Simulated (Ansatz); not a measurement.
Ansatz (a program for electronic structure) input (B3LYP/6-31G*):

Ansatz 0.2 input:
```yaml
crystal:
  periodic: [false, false, false]
  atoms:
    - {symbol: C, position_ang: [2.72372400, -0.01097400, 0.11448600]}
    - {symbol: Si, position_ang: [0.97319100, 0.45356700, 0.45845100]}
    - {symbol: C, position_ang: [-0.24511000, -0.57988200, -0.54045600]}
    - {symbol: Si, position_ang: [-2.05266200, -0.16827100, -0.24740700]}
    - {symbol: H, position_ang: [3.30524500, 0.44076300, -0.68172300]}
    - {symbol: H, position_ang: [3.24371500, -0.78778700, 0.66435300]}
    - {symbol: H, position_ang: [0.76649200, 1.88362500, 0.11959900]}
    - {symbol: H, position_ang: [0.68506000, 0.25767200, 1.90109400]}
    - {symbol: H, position_ang: [-0.02161000, -0.45246900, -1.60396100]}
    - {symbol: H, position_ang: [-0.08089400, -1.63618000, -0.30701500]}
    - {symbol: H, position_ang: [-2.40163700, -0.37323000, 1.17892300]}
    - {symbol: H, position_ang: [-2.32046600, 1.24749200, -0.59684100]}
    - {symbol: H, position_ang: [-2.93499500, -1.02889000, -1.07321700]}
basis:
  gaussian:
    orbitals: 6-31G*
hamiltonian:
  xc: {name: B3LYP}
magnetization: {spin_polarized: true, initial_magnetization: 1}
output: {forces: true}
```

Output:

```
Functional definition: B3LYP
integrals: 0.04 GiB planned
902 factors; integrals over basis functions are off by at most 1.1e-3 eV
mean field: 0.52 GiB planned
mean field evaluation 1: about -17968.5061 eV, gradient 3.6e1 eV
mean field evaluation 2: about -17965.3696 eV, gradient 4.1e1 eV
mean field evaluation 4: about -17974.5839 eV, gradient 1.9e0 eV
mean field evaluation 8: about -17974.8032 eV, gradient 1.3e-1 eV
mean field evaluation 16: about -17974.8033 eV, gradient 3.3e-5 eV
mean field -17974.80334489 eV, -660.5618391652 hartree, gradient 3.4e-5 eV, S^2 0.753554; 0 other end points of the search recorded, 0 dependent functions left out
the calculation of the forces begins
reference -17974.80360531 eV, -660.5618487357 hartree; 25, 24 occupied and 61, 62 virtual orbitals, 902 factors
Total energy: -17974.80360531 eV, -660.5618487357 hartree
Atom 0 at     2.723724    -0.010974     0.114486 Å, force     0.068462     0.009141     0.011472 eV/Å
Atom 1 at     0.973191     0.453567     0.458451 Å, force    -0.010397     0.056773     0.051341 eV/Å
Atom 2 at    -0.245110    -0.579882    -0.540456 Å, force    -0.010942    -0.041144    -0.038051 eV/Å
Atom 3 at    -2.052662    -0.168271    -0.247407 Å, force    -0.038661     0.012599     0.009732 eV/Å
Atom 4 at     3.305245     0.440763    -0.681723 Å, force     0.092727     0.050596    -0.102980 eV/Å
Atom 5 at     3.243715    -0.787787     0.664353 Å, force     0.085085    -0.101989     0.064202 eV/Å
Atom 6 at     0.766492     1.883625     0.119599 Å, force    -0.011860     0.122059    -0.014752 eV/Å
Atom 7 at     0.685060     0.257672     1.901094 Å, force    -0.018118    -0.002888     0.122148 eV/Å
Atom 8 at    -0.021610    -0.452469    -1.603961 Å, force     0.027079    -0.005493    -0.133194 eV/Å
Atom 9 at    -0.080894    -1.636180    -0.307015 Å, force     0.020632    -0.134227     0.007855 eV/Å
Atom 10 at    -2.401637    -0.373230     1.178923 Å, force    -0.058560    -0.012677     0.104437 eV/Å
Atom 11 at    -2.320466     1.247492    -0.596841 Å, force    -0.052648     0.105379    -0.024912 eV/Å
Atom 12 at    -2.934995    -1.028890    -1.073217 Å, force    -0.092799    -0.058130    -0.057297 eV/Å
Dipole moment:     0.210325    -0.163865    -0.139944 e Å
```

The geometry given is a B3LYP-D3(BJ)/def2-TZVP minimum.
